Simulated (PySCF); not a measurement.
Li: excitation energy

Li [He] 2s1 (2S) → Li [He] 2p1 (2P), as a difference of total energies. All numbers are calculated (PySCF 2.14, the spin-free X2C one-electron Hamiltonian (Gaussian nucleus), in x2c-QZVPPall with one added diffuse shell each of s, p type (7s5p2d1f, 39 functions)). Correlated levels: valence and next inner shell: nothing frozen. The calculations carry no spin-orbit coupling.

```tsv
method	excitation energy (eV)	error (eV)
UHF	1.843	-0.005
MP2 (valence and next inner shell)	1.840	-0.008
SCS-MP2 (valence and next inner shell)	1.842	-0.006
CCSD (valence and next inner shell)	1.839	-0.009
CCSD(T) (valence and next inner shell)	1.839	-0.009
CCSDT (valence and next inner shell)	1.839	-0.009
```

Reference: 1.848 eV (measured; NIST levels, between the centres of gravity of the two terms).

Errors of the correlated levels include the incompleteness of this basis.
